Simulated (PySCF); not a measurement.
sulfur difluoride (F2S), SMILES FSF. Heavy atoms are numbered as in [F:1][S:2][F:3].

The structure is a stationary point at r2SCAN-D4/def2-TZVP.

The numbers are results of PBE/def2-TZVPD in PySCF, not measurements.

Mulliken values depend strongly on the basis, most of all with diffuse functions as here. Atomic charges (e), one atom of each kind:

```tsv
atom	meta-Löwdin	Mulliken
F1	-0.36	-0.15
S2	0.71	0.29
```
